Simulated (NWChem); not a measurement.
System: germanium monoxide (GeO, singlet); SMILES [Ge]=[O]

The following NWChem deck was run.

```
start job
memory heap 200 mb stack 900 mb global 1100 mb
geometry units angstroms noautosym nocenter noautoz
  Ge     0.000000     0.000000     0.339057
  O      0.000000     0.000000    -1.284500
end
basis spherical
  Ge library pcsseg-1
  O library pcsseg-1
end
dft
  xc pbe0
  iterations 150
end
property
  shielding
  efieldgrad
end
task dft property
```

Low-valent species are run as closed-shell singlets; no triplet was tried in these runs. The geometry was optimised at PBE0/def2-SVP.

GIAO values for the isolated, static molecule; σ is the absolute isotropic shielding, δ = σ(reference) − σ with the isolated reference molecule computed at the same levels (17O: water).

Atoms are numbered as in the input.

### Question
Predict the main results of this run. (PBE0/pcSseg-1, GIAO.) Quantities: σ Ge1 (ppm); δ O2 (ppm).

### Answer
- σ Ge1 (ppm): 932.7
- δ O2 (ppm): 744.9
